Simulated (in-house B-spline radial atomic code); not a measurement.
Settings and results of a run for Tc4+. Computed with a radial B-spline atomic code at the basis-set limit: non-relativistic BHandHLYP, spin-polarised, spherical fractional occupations, exact exchange averaged over the configuration, point nucleus.

Command:
```bash
python run_scf.py task.json out
```
Settings:
```
Z                43
configuration    [Kr] 4d3
hamiltonian      nr
method           bhandhlyp
spin_polarised   True
exact_exchange   averaged over the configuration
```

Output (hartree, bohr):
```
 radial grid: 50 intervals, B-splines of order 8, outer radius 22.1277 bohr

 iter        energy (Eh)    residual
    1       -4195.432090    5.50e-01
    2       -4201.453109    2.85e-01
    3       -4203.276358    6.77e-02
    4       -4203.396937    2.03e-02
    5       -4203.404847    8.32e-03
    6       -4203.406702    1.24e-03
    7       -4203.406718    1.25e-04
    8       -4203.406718    2.91e-05
    9       -4203.406718    1.41e-06
   10       -4203.406718    4.62e-08

 total energy                     -4203.40672
 kinetic                            4201.7346
 electron-nucleus                  -9935.8165
 Hartree                            1655.4272
 exact exchange                      -61.2721
 exchange-correlation                -63.4799

 orbital      occ     eigenvalue          <r>       <r^2>       <1/r>     <1/r^3>       <r^4>       r_max
 1s up      1.000      -754.2266    0.0354435  0.00168117     42.4844           -  7.1673e-06     0.02345
 1s down    1.000      -754.2269    0.0354434  0.00168116     42.4844           - 7.16715e-06     0.02345
 2s up      1.000      -108.6796     0.154547   0.0280817     9.60714           -  0.00134804      0.1307
 2s down    1.000      -108.6521     0.154532   0.0280762     9.60828           -  0.00134754      0.1307
 2p up      3.000      -100.3383      0.13253   0.0214004     9.58748     2484.87 0.000905696      0.1029
 2p down    3.000      -100.3141     0.132509   0.0213932     9.58879     2485.65 0.000905096      0.1029
 3s up      1.000       -20.9214     0.425882    0.207422     3.35788           -   0.0661873      0.3826
 3s down    1.000       -20.9088     0.425782    0.207269     3.35768           -   0.0659914      0.3827
 3p up      3.000       -17.6518     0.420326    0.205195     3.26422     417.043   0.0681285      0.3702
 3p down    3.000       -17.6362     0.420197    0.204988     3.26392     416.752   0.0678414      0.3703
 3d up      5.000       -11.6726      0.39757    0.189243     3.08495     62.2099   0.0684012      0.3115
 3d down    5.000       -11.6401     0.397679     0.18922     3.08305     62.0913   0.0680895      0.3119
 4s up      1.000        -4.6088      1.07302     1.29839     1.25757           -     2.49467      0.9703
 4s down    1.000        -4.4715      1.06926     1.29037      1.2642           -     2.47201      0.9661
 4p up      3.000        -3.5858      1.15425     1.51392     1.15501     63.1771     3.49628       1.025
 4p down    3.000        -3.4226      1.15273     1.51229     1.15877     63.7663     3.51262       1.021
 4d up      3.000        -2.0070      1.42264     2.34732    0.916476     6.40092     9.12445       1.198
```

Cost of the run: 0.51 s on 1 thread of Arm Neoverse N1, with other jobs on the host.
